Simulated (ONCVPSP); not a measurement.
Li (Z = 3): one change to an ONCV potential, before and after

ONCVPSP 4.0.1 input, shortened (lines: element, Z, core and valence counts, functional; n l f; lmax; l rc ep ncon nbas qcut; lloc lpopt rc5 dvloc0; l nproj debl; icmod fcfact rcfact), PBE, scalar-relativistic:

```
  Li 3.00    0    2        4      upf
    1    0    2.00
    2    0    1.00
    1
    0    0.95    0.00    3    6   13.90
    1    0.75    0.02    4    8   11.30
    4    5    0.50    0.00
    0    2    1.70
    1    2    0.40
    0    0.00    0.00
```

All-electron outer shells of the reference configuration (PBE, scalar-relativistic, ld1.x):

```json
{"shell": "1s", "level (eV)": "-51.85", "outermost node (bohr)": "–", "outermost maximum (bohr)": "0.36"}
{"shell": "2s", "level (eV)": "-2.87", "outermost node (bohr)": "0.83", "outermost maximum (bohr)": "3.12"}
```

Change: s: rc 1.1.

Cutoffs: the cutoffs (Ha) at which the residual kinetic energy of the hardest occupied pseudo-wave falls to 1 and 0.1 mHa per electron; they do not see the model core or the augmentation charge, which bear on the density cutoff. Errors are all-electron minus pseudo energies relative to the spin-unpolarised reference configuration.

Predict the effect on cutoff, ghosts and configuration errors.

The potential gets softer (60 Ha and 73 Ha → 48 Ha and 58 Ha); of the 4 tests that both files solve, the error grows in 1 and shrinks in 0 by more than 15 % and 0.3 meV (median size 0.2 → 0.3 meV); neither file shows a bound ghost. A larger radius leaves more room for a smooth pseudo-wave, so fewer plane waves are needed.

```csv
quantity,base,changed
"cutoff, loose",60 Ha,48 Ha
"cutoff, tight",73 Ha,58 Ha
bound ghosts,none,none
GHOST(+) flags under 300 eV,none,none
"error for 1s2 2s0, meV [ΔE 5.30 eV]",+0.2,+0.3
"error for 1s2 2s0.5, meV [ΔE 2.05 eV]",0.0,0.0
"error for 1s2 2s0 2p1, meV [ΔE 1.79 eV]",+0.2,+0.3
"error for 1s1 2s1, meV [ΔE 68.41 eV]",+400,+645
p: phases at 0.76 bohr within 0.05 rad from the reference energy up to (Ha; the scan ends near 5),to the end of the scan,to the end of the scan
```
